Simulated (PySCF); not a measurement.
# Assigning NMR signals

Geometry (Å), atoms numbered from 1 in this order:
```xyz
15

C    -1.804    0.819   -0.242
C    -1.297   -0.603   -0.091
F    -1.922   -1.417   -1.010
C     0.211   -0.708   -0.349
F     0.669   -1.940    0.053
O     0.863    0.269    0.396
C     2.214    0.342    0.205
F     2.697    1.229    1.073
F     2.497    0.811   -1.034
H    -2.882    0.832   -0.103
H    -1.333    1.453    0.501
H    -1.573    1.194   -1.236
H    -1.522   -1.019    0.898
H     0.432   -0.635   -1.425
H     2.745   -0.618    0.332
```

- structure optimised with GFN2-xTB
- shielding tensors at PBE0/pcSseg-1 (GIAO)
- run in PySCF
- single conformer, fast rotation and ring inversion assumed for equivalent nuclei, relativity neglected, gas phase

δ = σ(ref) − σ, references computed at the same level: $^{13}$C (σref 186.93), $^{1}$H (σref 31.72) vs TMS.

(1) Assign these signals to the numbered atoms. $^{13}$C{$^{1}$H} NMR (computed): δ 122.3 (CH), 113.7 (CH), 94.4 (CH), 18.4 (CH3).

(2) Assign these signals to the numbered atoms. $^{1}$H NMR (300 MHz, computed): δ 6.84 (m, 1H), 5.84 (m, 1H), 4.99 (m, 1H), 1.47 (m, 3H).

Answers

(1) 
| δ (ppm) | atoms | environment | reason |
| --- | --- | --- | --- |
| 122.3 | C7 | sp3 CH bonded to 2 F and O | 3 electronegative neighbours deshield it |
| 113.7 | C4 | sp3 CH bonded to F and O | 2 electronegative neighbours deshield it |
| 94.4 | C2 | sp3 CH bonded to F | deshielded by the electronegative neighbour |
| 18.4 | C1 | methyl carbon | a saturated carbon with 1 carbon neighbour and no heteroatom attached |

(2) 
```tsv
δ (ppm)	atoms	environment	reason
6.84	H15	hydrogen on an sp3 CH bonded to 2 F and O	its carbon carries F and O, which withdraws density
5.84	H14	hydrogen on an sp3 CH bonded to F and O	its carbon carries F and O, an electronegative neighbour
4.99	H13	hydrogen on an sp3 CH bonded to F	its carbon carries F, which withdraws density
1.47	H10/H11/H12	hydrogen on a methyl carbon	–
```

Splittings by $^{19}$F in the carbon and heteronuclear signals aren't shown, as no couplings were computed. Shifts are as computed. Against solution values, carbons near 30 ppm lie about +3 ppm off and those near 130 ppm about +5 ppm. Of 1211 compounds with measured shifts, 218 miss one by over three times the rms of a fit or turn the order of signals round; such compounds aren't used in these exercises. Multiplicities follow the n + 1 count of equivalent neighbours, as no J values were calculated; m marks all less simple cases, F and P coupling included.
